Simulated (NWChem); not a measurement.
Species: SiICl₂F; SMILES Cl[Si](I)(Cl)F

All runs: NWChem. STO-3G and 3-21G are far too small for this property and stand as cheap habits. Geometry: optimised at PBE-D3(BJ)/def2-SVP. def2 effective core potentials on I; no spin-orbit coupling. Field at 589 nm.

```
level                                          isotropic polarisability (bohr³)  anisotropy (bohr³)
---------------------------------------------  --------------------------------  ------------------
B3LYP/STO-3G (all-electron, non-relativistic)                              31.2                28.7
B3LYP/def2-SVP (core potentials)                                           62.5                32.6
B3LYP/def2-SVPD (core potentials)                                           ___                 ___
```

Question: Complete the blanks.

Answer: 
- B3LYP/def2-SVPD (core potentials), isotropic polarisability (bohr³): 89.5
- B3LYP/def2-SVPD (core potentials), anisotropy (bohr³): 31.0
